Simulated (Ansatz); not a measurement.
`[SiH3]C(Cl)I` + H₂O → `OC([SiH3])Cl` + HI at 700 K and 1 bar (formal hydrolysis of a C–I bond).

Computed with Ansatz on PBE0-D4/def2-TZVP structures; ΔE is electronic, products minus reactants. CCSD(T)/CBS is the MP2 limit (def2-TZVPP, def2-QZVPP) plus CCSD(T) − MP2 in def2-TZVPP, frozen cores. This one scheme is used for every species. Elements past krypton have def2 core potentials. For I outer-core shells are correlated without core-valence functions, which leaves a few kJ/mol of doubt a bond. Each species was taken in one conformer, which may not be the lowest.

| species | CCSD(T)/CBS energy (Eh) | H − E (kJ/mol) | S (J/(mol·K)) |
| --- | --- | --- | --- |
| `[SiH3]C(Cl)I` | -1086.74423 | 179.2 | 445.0 |
| H₂O | -76.37941 | 80.5 | 218.4 |
| `OC([SiH3])Cl` | -865.07237 | 219.6 | 424.2 |
| HI | -298.03592 | 34.6 | 231.7 |

H − E and S are ideal-gas, rigid-rotor, harmonic terms from PBE0-D4/def2-TZVP, for one conformer and one mirror image of each species. 1 Eh = 2625.50 kJ/mol, R = 8.31446 J/(mol·K).

Task: By hand: ΔE, ΔH, ΔS and ΔG.

Result: ΔE = (-865.07237) + (-298.03592) − (-1086.74423) − (-76.37941) = 0.01535 Eh = 40.3 kJ/mol. Δ(H − E) = 219.6 + 34.6 − 179.2 − 80.5 = -5.5, so ΔH = 34.8 kJ/mol. ΔS = 424.2 + 231.7 − 445.0 − 218.4 = -7.5 J/(mol·K). ΔG = 34.8 − 700 × (-7.5)/1000 = 40.0 kJ/mol.

Task: By hand: the equilibrium constant, and the temperature at which ΔG would vanish if ΔH and ΔS stayed fixed.

Result: log₁₀ K = −ΔG/(RT ln 10) = -3.0. ΔH and −TΔS have one sign here, so there is no such temperature.

The number of gas molecules stays the same, so ΔS is small and ΔH decides. A doubt of 5 kJ/mol in ΔE shifts log₁₀ K by 0.4 here. Other conformers and mirror images would add mixing entropy, several J/(mol·K) or more a flexible species. These are equilibria of isolated gas molecules and say nothing of rates. Largest T1 diagnostic: 0.011 (customary marks: 0.02 for closed shells, 0.045 for open ones).

ΔS is within the doubt of such terms, so its sign, and with it that verdict, could turn.
